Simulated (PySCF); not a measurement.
Computed IR spectrum (relative IR intensity) of a molecule C2H3ClF2Si. Geometry optimised at PBE-D3(BJ)/def2-SVP. The values are those of a single conformer. All values below come from PySCF with PBE-D3(BJ)/def2-SVP. Frequencies are harmonic and unscaled.

Lines under 2 % of the strongest are left out, and lines within 2 cm⁻¹ are merged.

```tsv
ν (cm⁻¹)	relative intensity
216	5.4
272	3.8
412	11
524	28
605	11
740	68
746	22
799	29
810	11
892	89
926	2.2
1007	35
1206	31
1325	2.9
1647	100
2238	39
3101	5.1
```

Problem. Which structure fits?
(A) F/C=C\[Si@H](F)Cl
(B) F[SiH](F)/C=C\Cl
(C) F/C=C(/F)[SiH2]Cl
(D) F[SiH2]/C=C(/F)Cl

Solution. A, F/C=C\[Si@H](F)Cl
